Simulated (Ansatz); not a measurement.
Al₂Cu⁺. Charge 1, multiplicity 3. Geometry PBE0-D4/def2-TZVP, that of the neutral doublet; atoms count from 1.

```xyz
3

Al    1.1137    0.2140   -0.8730
Al   -0.5762    1.0682    0.7585
Cu   -0.5375   -1.2822    0.1146
```

At PBE0-D4/def2-TZVP a singlet of charge 1 lies 0.97 eV below the triplet, each at its own geometry. The structure comes from a short search, and lower isomers may exist.

**Question.** Estimate the Mulliken populations from the PBE0/def2-TZVP orbitals of Ansatz.

**Answer.** 
| atom | charge (e) | spin (α − β) | d electrons |
| --- | --- | --- | --- |
| Al1 | 0.37 | 0.74 | – |
| Al2 | 0.37 | 0.74 | – |
| Cu3 | 0.26 | 0.52 | 9.87 |
Mulliken values depend strongly on the basis.

**Question.** Where does the spin sit?

**Answer.** Summed by element: Al 1.48, Cu 0.52, of 2 unpaired in all. Largest on single atoms: Al1 0.74, Al2 0.74, Cu3 0.52.

**Question.** And the Mayer bond orders between heavy atoms (over 0.3)?

**Answer.** Al1–Cu3 0.67 (2.44 Å); Al2–Cu3 0.67 (2.44 Å); Al1–Al2 1.06 (2.50 Å).
